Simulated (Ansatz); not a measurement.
Stepwise reaction of `[OH][Zr]([OH])([OH])[F]` with hydrogen fluoride, as a gas-phase model of exchange steps in deposition or etching. ΔE in kJ/mol; ΔG adds harmonic PBE0-D4 terms to CCSD(T)/CBS, at 1 bar.

Computed with Ansatz on PBE0-D4/def2-TZVP structures; ΔE is electronic, products minus reactants. CCSD(T)/CBS is the MP2 limit (def2-TZVPP, def2-QZVPP) plus CCSD(T) − MP2 in def2-TZVPP, frozen cores. This one scheme is used for every species. DFT in def2-TZVPP. B3LYP here is the variant with VWN-RPA as its local correlation; programs differ in this. def2 core potentials past Kr. For Zr outer-core shells are correlated without core-valence functions, which leaves a few kJ/mol of doubt a bond. Each species was taken in one conformer, which may not be the lowest.

```
step                                                        reaction  PBE-D4  B3LYP-D4  ωB97M-V  CCSD(T)/CBS  ΔG(500 K)
   2  `[OH][Zr]([OH])([F])[F]` + H–F → `[OH][Zr]([F])([F])[F]` + H₂O   -52.9     -50.0    -49.9        -44.6      -38.5
   3    `[OH][Zr]([F])([F])[F]` + H–F → `[F][Zr]([F])([F])[F]` + H₂O   -48.6     -45.1    -44.9        -39.8      -30.1
```

Give the row of step 1, `[OH][Zr]([OH])([OH])[F]` + H–F → `[OH][Zr]([OH])([F])[F]` + H₂O. (Estimate.)

Ansatz gave: 
| step | reaction | PBE-D4 | B3LYP-D4 | ωB97M-V | CCSD(T)/CBS | ΔG(500 K) |
| --- | --- | --- | --- | --- | --- | --- |
| 1 | `[OH][Zr]([OH])([OH])[F]` + H–F → `[OH][Zr]([OH])([F])[F]` + H₂O | -57.8 | -55.3 | -55.3 | -49.9 | -43.0 |

By hand: ΔE of the 3 steps together at CCSD(T)/CBS.

(-49.9) + (-44.6) + (-39.8) = -134.3 kJ/mol, or -44.8 kJ/mol a step.

In ΔE each step is higher than the one before. All are downhill at CCSD(T)/CBS. ΔG lies between -43.0 and -30.1 kJ/mol a step. PBE-D4 differs from CCSD(T)/CBS by -8.8 to -7.9 kJ/mol a step. Isolated molecules leave out the surface, adducts and barriers. Largest T1 diagnostic: 0.018.
